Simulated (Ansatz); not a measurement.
```yaml
crystal:
  periodic: [true, true, true]
  atoms:
    - {symbol: N, position_ang: [-0.429701, 1.167204, 0.110481]}
    - {symbol: C, position_ang: [-0.001781, -0.085172, -0.137372]}
    - {symbol: C, position_ang: [0.820420, -1.039562, 0.103449]}
    - {symbol: Te, position_ang: [-0.441143, -1.612748, -1.583330]}
    - {symbol: H, position_ang: [-1.360956, 1.393358, -0.193458]}
    - {symbol: H, position_ang: [-0.162376, 1.570678, 0.996250]}
    - {symbol: H, position_ang: [1.636735, -1.461759, 0.658179]}
basis:
  gaussian: {orbitals: def2-SVPD}
hamiltonian: {xc: {name: HF}, pseudopotentials: {relativity: scalar}}
correlation: {method: mp2}
output: {forces: true}
```

```sh
$ ansatz run in.yaml --threads 2 --pin off --events-out ev --progress --plain --max-ram 4352MiB
```

Shortened log:

```
Error: YAML parse error: error: line 2 column 3: crystal: missing field `lattice` (a structure is typed as `lattice` and `atoms`, a molecule's as `atoms` in Å alone, or read from a run's directory, `checkpoint`)
 --> <input>:2:3
1 | crystal:
2 |   periodic: [true, true, true]
3 |   atoms:
4 |     - {symbol: N, position_ang: [-0.429701, 1.167204, 0.110481]}
```

In this input the molecule is marked periodic without a cell. The program refused the input.
